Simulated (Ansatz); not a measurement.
Gas-phase electronic energies from Ansatz, PBE0-D4/def2-TZVP geometries. CCSD(T)/CBS is the MP2 limit (def2-TZVPP, def2-QZVPP) plus CCSD(T) − MP2 in def2-TZVPP, frozen cores. DFT in def2-TZVPP. B3LYP here is the variant with VWN-RPA as its local correlation; programs differ in this. Elements past krypton have def2 core potentials. For Br, In, Ti outer-core shells are correlated without core-valence functions, which leaves a few kJ/mol of doubt a bond. Scalar relativity is left out up to krypton. One conformer a species, not always the lowest.

Consider the redistribution: `[NH2][Ti]([NH2])([NH2])[NH2]` + `[OH][In]([F])[Br]` → `[NH2][Ti]([NH2])([NH2])[F]` + `[NH2][In]([OH])[Br]`.

```csv
level,ΔE (kJ/mol),difference from CCSD(T)/CBS
BLYP-D4,-80.3,-0.8
r2SCANh-D4,-86.9,-7.4
PBE-QIDH,-87.2,-7.7
PBE,-87.4,-7.9
BLYP,-84.3,-4.8
r2SCAN,-87.7,-8.2
B3LYP,-85.1,-5.6
r2SCANh,-87.6,-8.1
BHLYP,-84.6,-5.1
CAM-B3LYP,-87.2,-7.7
LC-ωPBE,-90.0,-10.5
RPA@PBE/def2-TZVPP,-84.5,-5.0
CCSD(T)/def2-SVP,-90.1,-10.6
CCSD(T)/def2-TZVPP,-85.0,-5.5
SCS-MP2/def2-QZVPP,-81.4,-1.9
CCSD/CBS(def2),-80.4,-0.9
CCSD(T)/CBS,-79.5,0
```

Largest T1 diagnostic among the species: 0.024, so the coupled-cluster value is less sure than usual.

At CCSD(T), def2-SVP lies −10.6 kJ/mol from the extrapolated value and def2-TZVPP −5.5 kJ/mol. Leaving LDA and LC-ωPBE aside and taking each functional with its dispersion term where it has one, the values spread over 6.9 kJ/mol, from PBE-QIDH to BLYP-D4. LDA lies −6.9 kJ/mol from PBE without D4.
